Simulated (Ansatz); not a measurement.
Compare A (`B/C(C)=C/C`) with its isomer B (`BC(=C)CC`).

Gas-phase electronic energies from Ansatz, PBE0-D4/def2-TZVP geometries. CCSD(T)/CBS is the MP2 limit (def2-TZVPP, def2-QZVPP) plus CCSD(T) − MP2 in def2-TZVPP, frozen cores. Functionals use def2-TZVPP. B3LYP here is the variant with VWN-RPA as its local correlation; programs differ in this. Each species was taken in one conformer, which may not be the lowest.

Q: Which isomer does CCSD(T)/CBS put lower? Give the gap. (An estimate is asked.)

A: The calculation gave: A, by 2.3 kcal/mol.

Q: Give E(B) − E(A) in kcal/mol with r2SCAN-D4, PBE-D4, MP2/def2-TZVPP, PBE0-D4, B3LYP-D4, B3LYP, CCSD/def2-TZVPP. (Estimate.)

A: The calculation gave: r2SCAN-D4 4.1, PBE-D4 4.2, MP2/def2-TZVPP 2.7, PBE0-D4 3.7, B3LYP-D4 3.3, B3LYP 3.4, CCSD/def2-TZVPP 2.0. None reverses the order clearly.

Largest T1 diagnostic: 0.010.

In def2-TZVPP, CCSD(T) changes the Hartree–Fock value by +0.9 kcal/mol (the triples alone add +0.2 kcal/mol) and MP2 by +1.3 kcal/mol.
